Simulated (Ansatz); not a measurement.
Basis-set series for CH2FNOSn, SMILES `O=C=[N][SnH2][F]`. The species carries charge 0 and has multiplicity 1. Sn takes the def2 core potential. Geometry: relaxed with PBE0-D4/def2-TZVP. It is one conformer, not always the lowest.

| functional | basis | functions | energy (Eh) | HOMO (eV) | LUMO (eV) |
| --- | --- | --- | --- | --- | --- |
| PBE0-D4 | def2-TZVPP | 202 | -483.31323 | -8.64 | -1.07 |
| PBE0-D4 | def2-QZVPP | 370 | -483.33058 | -8.66 | -1.14 |
| ωB97M-V | def2-TZVPP | 202 | -483.46818 | -10.87 | 0.61 |
| ωB97M-V | def2-QZVPP | 370 | -483.48450 | -10.90 | 0.40 |

(1) Give the rows for def2-SVP. (Best estimate.)

## Answers

(1) Computed: 
```
functional     basis  functions  energy (Eh)  HOMO (eV)  LUMO (eV)
   PBE0-D4  def2-SVP         92   -482.97312      -8.52      -0.76
   ωB97M-V  def2-SVP         92   -483.11913     -10.71       1.20
```

Positive LUMOs are unbound and depend on the basis.
